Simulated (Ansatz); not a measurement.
# How methods differ on GeSiNH7 (SMILES [SiH3][NH][GeH3])

The species is GeSiNH7 (10 atoms), meant as a singlet with charge 0. As SMILES, `[SiH3][NH][GeH3]`. Geometry: relaxed at PBE0-D4/def2-TZVP.

```xyz
10

Si   -1.1468    0.5222   -0.9456
N     0.4614    0.3191   -0.3757
Ge    1.0201   -0.6758    1.0662
H    -1.9237   -0.6685   -0.5129
H    -1.1602    0.6272   -2.4305
H    -1.8355    1.7358   -0.4161
H     1.1591    0.9529   -0.7365
H    -0.0189   -1.7874    1.2624
H     1.1199    0.1804    2.3456
H     2.4078   -1.2572    0.7459
```

Quantity: the vertical ionisation energy (to the doublet cation), in eV. The values are calculated.

```csv
level,kind,program,value (eV),CPU time (all runs)
HF/def2-SVP,Hartree–Fock,Ansatz,8.36,11 s
SVWN5/def2-SVP,LDA,Ansatz,9.00,13 s
BLYP/def2-SVP,GGA,Ansatz,8.77,24 s
r2SCAN/def2-SVP,meta-GGA,Ansatz,9.04,50 s
PBE0/def2-SVP,global hybrid,Ansatz,9.17,29 s
CAM-B3LYP/def2-SVP,range-separated hybrid,Ansatz,9.30,34 s
wB97M-V/def2-SVP,range-separated hybrid,Ansatz,9.37,4.4 min
MP2/def2-SVP,perturbation theory,Ansatz,9.51,11 s
CCSD/def2-SVP,coupled cluster or CI,Ansatz,9.20,2 min
```

All-electron rows without a relativistic Hamiltonian named are non-relativistic. The values span 8.36 to 9.51 eV. In the correlated wave-function rows the outer d shell of Ge is correlated, in sets not made for it. CPU times are rough (shared hosts, several kinds of processor): they show what a rung costs within a factor of a few.
